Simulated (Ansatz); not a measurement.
AlF3, triplet, geometry from GFN2-xTB (such geometries of metal compounds can be far from the true shape) (a higher spin typed on purpose: for a closed-shell molecule this is an excited state); B3LYP5/6-311G** run with Ansatz (a quantum-chemistry and plane-wave program).

The Ansatz input:
Ansatz 0.2 input:
```yaml
crystal:
  periodic: [false, false, false]
  atoms:
    - {symbol: Al, position_ang: [-0.36633561, 0.17259454, -0.15490067]}
    - {symbol: F, position_ang: [-1.16378227, -1.34411033, 0.29090488]}
    - {symbol: F, position_ang: [0.58193439, 1.61824083, -0.53693236]}
    - {symbol: F, position_ang: [1.11099931, -0.52343372, 0.46977289]}
basis:
  gaussian:
    orbitals: 6-311G__.json
hamiltonian:
  xc: b3lyp5
magnetization: {spin_polarized: true, initial_magnetization: 2}
```
The basis file holds 6-311G** in the JSON format of the Basis Set Exchange.

Q: Write the output that Ansatz gives for this input, abridged.

A: 
```
Functional definition: B3LYP5
697 factors; integrals over basis functions are off by at most 4.3e-4 eV
mean field evaluation 1: about -14743.1413 eV, gradient 3.1e1 eV
mean field evaluation 2: about -14737.2020 eV, gradient 5.5e1 eV
mean field evaluation 4: about -14745.8286 eV, gradient 2.1e0 eV
mean field evaluation 8: about -14745.8508 eV, gradient 2.3e-1 eV
mean field evaluation 16: about -14745.8510 eV, gradient 2.6e-4 eV
mean field -14745.85103958 eV, -541.9000306076 hartree, gradient 3.9e-5 eV, S^2 2.005550; 2 other end points of the search recorded, 0 dependent functions left out
reference -14745.85127702 eV, -541.9000393334 hartree; 21, 19 occupied and 60, 62 virtual orbitals, 697 factors
Total energy: -14745.85127702 eV, -541.9000393334 hartree
```
